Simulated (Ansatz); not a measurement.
Consider the silylene formation by 1,1-elimination: `[CH3][Al]([OH])[SiH2]F` → `[CH3][AlH][OH]` + `F[SiH]`.

Computed with Ansatz on PBE0-D4/def2-TZVP structures; ΔE is electronic, products minus reactants. CCSD(T)/CBS is the MP2 limit (def2-TZVPP, def2-QZVPP) plus CCSD(T) − MP2 in def2-TZVPP, frozen cores. This one scheme is used for every species. Each species was taken in one conformer, which may not be the lowest.

```tsv
species	CCSD(T)/CBS(def2) energy (Eh)
`[CH3][Al]([OH])[SiH2]F`	-747.84870
`[CH3][AlH][OH]`	-358.31021
`F[SiH]`	-389.46371
```

Question: Work out ΔE.

Answer: ΔE = (-358.31021) + (-389.46371) − (-747.84870) = 0.07478 Eh = +46.9 kcal/mol.

Largest T1 diagnostic among the species: 0.015.

At CCSD(T), def2-SVP lies −4.5 kcal/mol from the extrapolated value and def2-TZVPP −1.3 kcal/mol. From PBE to PBE0 (25 % exact exchange), in def2-TZVPP and without D4, ΔE moves by +2.3 kcal/mol. In def2-TZVPP, CCSD(T) changes the Hartree–Fock value by +2.5 kcal/mol (the triples alone add +0.7 kcal/mol) and MP2 by +4.9 kcal/mol.
